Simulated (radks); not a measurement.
Question: Sn22+, configuration [Ar] 3d10. All-electron calculation, non-relativistic Kohn-Sham, exchange-only PBE, spin-polarised, spherical densities, point nucleus; relativity is left out, which matters for an element this heavy. Program: a radial shooting solver on a logarithmic mesh with Libxc functionals. Some entries of the table are withheld. Estimate them.

orbital,occ.,eigenvalue (hartree),<r> (bohr),<r^2> (bohr^2)
1s,2,-1052.374,0.03042,0.001238
2s,2,-175.4399,(1),(2)
2p,6,(3),(4),0.01521
3s,2,-51.61038,0.3469,0.1370
3p,6,-47.63085,0.3367,0.1310
3d,10,(5),0.3053,0.1097

Answer: 
(1) 2s <r> (bohr): 0.1312
(2) 2s <r^2> (bohr^2): 0.02021
(3) 2p eigenvalue (hartree): -165.7761
(4) 2p <r> (bohr): 0.1119
(5) 3d eigenvalue (hartree): -40.32606
